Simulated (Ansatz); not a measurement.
Program: Ansatz. Geometries: PBE0-D4/def2-TZVP. ΔE: electronic, gas phase. CBS: MP2 limit from def2 TZ/QZ plus the TZ coupled-cluster correction, frozen cores. Functionals use def2-TZVPP. B3LYP here is the variant with VWN-RPA as its local correlation; programs differ in this. Elements past krypton have def2 core potentials. For Ge, Sn outer-core shells are correlated without core-valence functions, which leaves a few kJ/mol of doubt a bond. Scalar relativity is left out up to krypton. One conformer a species, not always the lowest.

`C#[C][SnH]([CH3])[F]` + `C[S][Ge][SH]` → `C[S][Ge][S]C` + `C#[C][SnH2][F]`  (substitution at a C–Sn bond)

`C#[C][SnH]([CH3])[F]`:

```xyz
10

C    -0.699   -2.436   -1.318
C    -0.290   -1.610   -0.540
Sn    0.356   -0.149    0.789
C    -0.073    1.798    0.077
F     2.276   -0.284    0.765
H    -1.050   -3.172   -2.005
H    -0.090   -0.540    2.382
H    -1.152    1.948    0.026
H     0.367    2.538    0.744
H     0.354    1.906   -0.920
```

`C[S][Ge][SH]`:

Z-matrix (Å, degrees):
```
C
S 1 1.814
H 1 1.089 2 109.1
H 1 1.091 2 111.1 3 120.3
H 1 1.089 2 109.1 3 -119.4
Ge 2 2.216 1 101.2 3 -120.5
S 6 2.244 2 97.0 1 -180.0
H 7 1.345 6 98.7 2 0.0
```

`C[S][Ge][S]C`:

Cartesian coordinates in Å:
```
C 0.563 -1.623 -1.780
S 1.633 -0.173 -1.952
Ge 1.142 1.299 -0.360
S -0.478 0.171 0.662
C -0.911 1.347 1.974
H 0.718 -2.104 -0.815
H 0.831 -2.315 -2.578
H -0.485 -1.343 -1.882
H -0.292 2.245 1.923
H -1.958 1.629 1.868
H -0.763 0.868 2.942
```

`C#[C][SnH2][F]`:

```xyz
7

C     0.076    1.821    1.127
C     0.024    0.811    0.472
Sn   -0.084   -0.895   -0.695
F     0.521   -2.318    0.443
H     0.126    2.710    1.716
H    -1.688   -1.283   -1.085
H     1.024   -0.845   -1.978
```

```csv
level,ΔE (kcal/mol),difference from CCSD(T)/CBS
ωB97X-V,10.8,-1.4
B2PLYP,11.6,-0.6
r2SCAN,10.9,-1.3
B3LYP,11.6,-0.6
SCS-MP2/def2-TZVPP,11.8,-0.4
CCSD(T)/def2-TZVPP,11.9,-0.3
MP2/def2-QZVPP,12.4,0.2
HF/CBS(def2),11.8,-0.4
MP2/CBS(def2),12.5,0.3
CCSD/CBS(def2),12.6,0.4
CCSD(T)/CBS,12.2,0
```

Largest T1 diagnostic among the species: 0.014.

The D4 term adds −1.0 kcal/mol with B3LYP and −0.5 kcal/mol with PBE0; it sums over pairs of atoms, weighted by their polarisabilities, and B3LYP, whose exchange is more repulsive, gets the larger term.
